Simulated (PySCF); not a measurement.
PySCF input (BP86/LANL2DZ):

```python
from pyscf import gto, dft

mol = gto.M(
    atom='''
    Cs   -0.00000000   -0.00000000   -1.29303616
    Br    0.00000000    0.00000000    2.03191397
    ''',
    basis='lanl2dz',
    ecp='lanl2dz',
    charge=-1,
    spin=1,
    symmetry='C2v',
    verbose=4,
)

mf = dft.UKS(mol, xc='bp86')
mf.grids.level = 3
mf.conv_tol = 1e-9
mf.max_cycle = 100
mf.max_memory = 1500
mf.kernel()
if not mf.converged:
    mf = mf.newton()
    mf.kernel(mf.make_rdm1())
mf.dip_moment()
```

**Question.** What final total energy does it give?

**Answer.** -33.21130 Eh.
